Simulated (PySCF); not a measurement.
## B (boron, neutral) across methods

[He] 2s2 2p1, 2P determinant. All numbers are calculated (PySCF 2.14, no relativity, point nucleus, in aug-cc-pVDZ (4s3p2d, 23 functions)). The B2PLYP total includes its PT2 part (frozen core); its orbital energies are those of the SCF part.

```csv
method,E (hartree),mean ε 2s α (eV),mean ε 2s β (eV),mean ε 2p α (eV),Σ⟨r²⟩ (bohr²),⟨S²⟩
PBE0,-24.6165,-11.146,-9.858,-5.370,15.89,0.754
LDA,-24.3502,-9.707,-8.688,-4.097,16.23,0.752
r2SCAN,-24.6347,-9.993,-8.811,-4.579,15.86,0.757
UHF,-24.53057,-14.852,-12.183,-8.635,15.89,0.761
M06-L,-24.6496,-10.030,-8.782,-4.439,15.62,0.755
PBE,-24.6080,-9.700,-8.729,-4.168,16.07,0.753
B2PLYP,-24.6315,-12.442,-10.730,-6.550,15.83,0.756
B3LYP,-24.6616,-10.804,-9.639,-5.160,15.87,0.753
LC-wPBE,-24.6254,-14.225,-12.687,-8.215,15.69,0.755
```
